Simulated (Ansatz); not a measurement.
A nudged elastic band was laid between two geometries of F2GeH2 + H2 (7 atoms, charge 0, multiplicity 1).

The calculation used RKS PBE-D4/def2-SVP in Ansatz.

| Quantity | Value |
| --- | --- |
| movable images | 5 |
| climbing image | yes |
| spring | 5.0 eV/Å² |
| optimiser | quadratic models (default) |
| start path | through a guess of the saddle point |
| force threshold | 0.03 eV/Å |
| iteration limit | 60 |
| end points | relaxed |

Image 0:

```xyz
7
Properties=species:S:1:pos:R:3
Ge 0.322 0.000 -0.187
F 0.283 0.000 1.566
F 2.022 0.000 -0.598
H -0.280 1.335 -0.674
H -0.280 -1.335 -0.674
H -2.853 0.000 1.390
H -2.162 0.000 1.728
```

Image 6:

```xyz
7
Properties=species:S:1:pos:R:3
Ge -0.664 0.200 -0.400
F -0.353 -0.932 2.305
F 0.680 0.686 0.694
H -0.390 1.040 -1.671
H -0.502 -1.314 -0.644
H -1.973 0.607 0.308
H 0.254 -0.286 1.959
```

What changes between the two ends?

Bonds broken: Ge1–F2, H6–H7. Bonds formed: Ge1–H6, F2–H7. F2GeH2 + H2 becomes FGeH3 + FH.

What energy profile does the band end with?

The run converged. The highest image is number 3 of 0 to 6, 37.7 kcal/mol above the first end and 32.4 kcal/mol above the last; the last end lies 5.3 kcal/mol above the first. A vibrational analysis at the climbing image gives one clearly imaginary mode, 783i cm⁻¹: a first-order saddle point. The orbitals stay closed-shell, which can raise the energy where a bond breaks towards radicals; this wasn't checked here.

```json
{"image": "0", "path coordinate (Å)": "0.00", "energy (kcal/mol)": "0.0", "Ge1–F2 (Å)": "1.75", "H6–H7 (Å)": "0.77", "Ge1–H6 (Å)": "3.55"}
{"image": "1", "path coordinate (Å)": "0.73", "energy (kcal/mol)": "0.8", "Ge1–F2 (Å)": "1.76", "H6–H7 (Å)": "0.77", "Ge1–H6 (Å)": "2.88"}
{"image": "2", "path coordinate (Å)": "1.45", "energy (kcal/mol)": "11.5", "Ge1–F2 (Å)": "1.80", "H6–H7 (Å)": "0.79", "Ge1–H6 (Å)": "2.27"}
{"image": "3", "path coordinate (Å)": "2.18", "energy (kcal/mol)": "37.7", "Ge1–F2 (Å)": "2.08", "H6–H7 (Å)": "1.07", "Ge1–H6 (Å)": "1.81"}
{"image": "4", "path coordinate (Å)": "3.46", "energy (kcal/mol)": "16.8", "Ge1–F2 (Å)": "3.10", "H6–H7 (Å)": "1.54", "Ge1–H6 (Å)": "1.57"}
{"image": "5", "path coordinate (Å)": "4.74", "energy (kcal/mol)": "7.2", "Ge1–F2 (Å)": "3.19", "H6–H7 (Å)": "2.43", "Ge1–H6 (Å)": "1.54"}
{"image": "6", "path coordinate (Å)": "6.02", "energy (kcal/mol)": "5.3", "Ge1–F2 (Å)": "2.95", "H6–H7 (Å)": "2.91", "Ge1–H6 (Å)": "1.54"}
```

What is the geometry of the highest image?


```xyz
7
Properties=species:S:1:pos:R:3:forces:R:3
Ge -0.269 -0.008 -0.131 0.00 0.00 0.00
F -0.044 0.030 1.937 0.00 0.00 0.00
F 1.497 0.000 -0.144 0.00 0.00 0.00
H -0.600 1.342 -0.802 0.00 0.00 0.00
H -0.587 -1.384 -0.755 0.00 0.00 0.00
H -1.816 0.001 0.810 0.00 0.00 0.00
H -1.128 0.019 1.635 0.00 0.00 0.00
```

What are the harmonic wavenumbers there?

783i, 102, 266, 560, 562, 679, 750, 819, 967, 1079, 1100, 1710, 1789, 2096, 2138 cm⁻¹.

Time of the run: 3.3 min on 1 thread of Intel(R) Xeon(R) Platinum 8488C (Sapphire Rapids), with other jobs on the host, peak memory 0.16 GiB.
